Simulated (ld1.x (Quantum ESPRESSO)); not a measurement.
Reading a pseudo-wave (gallium)

Columns: radius, all-electron u(r) and pseudo u(r) of the 4p shell (level -2.78 eV) of gallium in the configuration [Ar] 3d10 4s1.75 4p1.25; PBE, scalar-relativistic, TM scheme, ld1.x (Quantum ESPRESSO) 7.5.

```json
{"r (bohr)": "0.132", "all-electron": "0.1203", "pseudo": "0.0062"}
{"r (bohr)": "0.264", "all-electron": "-0.0442", "pseudo": "0.0236"}
{"r (bohr)": "0.396", "all-electron": "-0.1837", "pseudo": "0.0494"}
{"r (bohr)": "0.528", "all-electron": "-0.2073", "pseudo": "0.0799"}
{"r (bohr)": "0.660", "all-electron": "-0.1513", "pseudo": "0.1117"}
{"r (bohr)": "0.792", "all-electron": "-0.0588", "pseudo": "0.1436"}
{"r (bohr)": "0.924", "all-electron": "0.0434", "pseudo": "0.1770"}
{"r (bohr)": "1.056", "all-electron": "0.1419", "pseudo": "0.2151"}
{"r (bohr)": "1.188", "all-electron": "0.2306", "pseudo": "0.2612"}
{"r (bohr)": "1.320", "all-electron": "0.3073", "pseudo": "0.3154"}
{"r (bohr)": "1.452", "all-electron": "0.3720", "pseudo": "0.3728"}
{"r (bohr)": "1.584", "all-electron": "0.4252", "pseudo": "0.4252"}
{"r (bohr)": "1.716", "all-electron": "0.4681", "pseudo": "0.4681"}
{"r (bohr)": "1.848", "all-electron": "0.5017", "pseudo": "0.5017"}
{"r (bohr)": "1.980", "all-electron": "0.5272", "pseudo": "0.5272"}
{"r (bohr)": "2.112", "all-electron": "0.5456", "pseudo": "0.5456"}
{"r (bohr)": "2.244", "all-electron": "0.5577", "pseudo": "0.5577"}
{"r (bohr)": "2.376", "all-electron": "0.5646", "pseudo": "0.5646"}
{"r (bohr)": "2.508", "all-electron": "0.5668", "pseudo": "0.5668"}
{"r (bohr)": "2.640", "all-electron": "0.5652", "pseudo": "0.5652"}
{"r (bohr)": "2.772", "all-electron": "0.5604", "pseudo": "0.5604"}
{"r (bohr)": "2.904", "all-electron": "0.5528", "pseudo": "0.5528"}
{"r (bohr)": "3.036", "all-electron": "0.5430", "pseudo": "0.5430"}
{"r (bohr)": "3.168", "all-electron": "0.5314", "pseudo": "0.5314"}
{"r (bohr)": "3.300", "all-electron": "0.5183", "pseudo": "0.5183"}
{"r (bohr)": "3.432", "all-electron": "0.5042", "pseudo": "0.5042"}
```

Problem. How many radial nodes do the two functions have?

Solution. The all-electron 4p function has n − l − 1 = 2; the pseudo-wave has 0, since the states of the same l below it are removed with the core.

Problem. At about which radius was the pseudo-wave matched?

Solution. 1.65 bohr, where the columns begin to agree (steps of 0.13 bohr).

Problem. Where does each function peak?

Solution. Outermost all-electron maximum near 2.51 bohr, pseudo maximum near 2.51 bohr (to the table’s step).

Problem. Is the pseudo-wave norm-conserving?

Solution. Yes: the TM scheme keeps the norm inside the radius equal to the all-electron one, which fixes the energy derivative of the logarithmic derivative at the level.
